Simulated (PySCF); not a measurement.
H4HfO4, triplet, at a GFN2-xTB geometry (such geometries of metal compounds can be far from the true shape) (the multiplicity is a formal guess) (core potentials on Hf). Base run: B3LYP/def2-SV(P) (PySCF).

Here is a job for PySCF.
```python
from pyscf import gto, scf, dft

mol = gto.M(
    atom='''
Hf   -0.004369    0.009533    0.004445
O     1.762072    0.668632   -0.220389
H     1.813151    1.214889   -1.012694
O     0.244722   -0.535891    1.819173
H     1.198290   -0.411723    1.912458
O    -0.373303    0.816424   -1.688359
H    -1.153876    0.314823   -1.957643
O    -1.606815   -1.007367    0.062435
H    -1.756393   -1.338722    0.954950
''',
    basis='def2-sv(p)',
    ecp={'Hf': 'def2-sv(p)'},
    charge=0,
    spin=2,
    verbose=4,
)

mf = dft.UKS(mol)
mf.xc = 'b3lyp'
mf.kernel()
mf.analyze()
```

Variants of this job, named by their change:

```json
[
 {"change": "base", "ΔE vs base (mEh)": "0.000", "fitting functions": "-", "dipole (D)": "0.24", "outcome": "converged"},
 {"change": "auxbasis = cc-pvtz-ri", "ΔE vs base (mEh)": "-", "fitting functions": "-", "dipole (D)": "-", "outcome": "input refused"},
 {"change": "auxbasis = even-tempered beta=2.0", "ΔE vs base (mEh)": "-0.145", "fitting functions": "691", "dipole (D)": "0.24", "outcome": "converged"},
 {"change": "auxbasis = even-tempered beta=1.6", "ΔE vs base (mEh)": "0.027", "fitting functions": "1015", "dipole (D)": "0.24", "outcome": "converged"},
 {"change": "auxbasis = autoaux", "ΔE vs base (mEh)": "-0.108", "fitting functions": "690", "dipole (D)": "0.24", "outcome": "converged"},
 {"change": "exchange = seminumerical (SGX) (with mf = sgx.sgx_fit(mf, auxbasis='def2-universal-jfit'); with mf.with_df.dfj = True)", "ΔE vs base (mEh)": "-0.194", "fitting functions": "329", "dipole (D)": "0.24", "outcome": "converged"},
 {"change": "auxbasis = cc-pvtz-jkfit", "ΔE vs base (mEh)": "-", "fitting functions": "-", "dipole (D)": "-", "outcome": "input refused"},
 {"change": "auxbasis = def2-universal-jkfit", "ΔE vs base (mEh)": "-0.023", "fitting functions": "607", "dipole (D)": "0.24", "outcome": "converged"},
 {"change": "only_dfj = on; auxbasis = def2-universal-jfit", "ΔE vs base (mEh)": "-0.199", "fitting functions": "329", "dipole (D)": "0.24", "outcome": "converged"},
 {"change": "auxbasis = def2-universal-jfit", "ΔE vs base (mEh)": "5.494", "fitting functions": "329", "dipole (D)": "0.24", "outcome": "converged"}
]
```

A fitting set is made for a task (jfit for Coulomb, jkfit for Coulomb and exchange, ri for correlation) and for a family of orbital bases.

Open shells are given as the SCF converged; they aren't shown to be the lowest states, and a large step between rows can be another state.

- auxbasis = cc-pvtz-ri: ended with `pyscf.lib.exceptions.BasisNotFoundError: Basis set not found for Hf in cc-pvtz-ri`
- auxbasis = cc-pvtz-jkfit: ended with `pyscf.lib.exceptions.BasisNotFoundError: Basis set not found for Hf in cc-pvtz-jkfit`
